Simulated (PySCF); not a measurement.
## As: excitation energy

As [Ar] 3d10 4s2 4p3 (4S) → As [Ar] 3d10 4s1 4p4 (4P), as a difference of total energies. Calculation: PySCF 2.14, in aug-cc-pVTZ-DK; scalar relativity by spin-free X2C-1e. Correlated levels: valence: [Ar] 3d10 frozen. The calculations carry no spin-orbit coupling.

| method | excitation energy (eV) |
| --- | --- |
| UHF | 8.575 |
| LDA | 9.233 |
| PBE | 9.092 |
| PBE0 | 9.030 |
| r2SCAN | 8.787 |
| TPSSh | 8.953 |
| TPSS | 8.958 |
| HSE06 | 9.064 |
| B3LYP | 9.125 |
| MP2 (valence) | 8.670 |
| SCS-MP2 (valence) | 8.686 |

Problem. How much does correlation contribute at MP2 (valence)?

Solution. 8.670 − (8.575) = 0.095 eV, measured against UHF.

A first-order spin-orbit estimate (lowest level to lowest level, LS coupling) adds -0.088 eV.
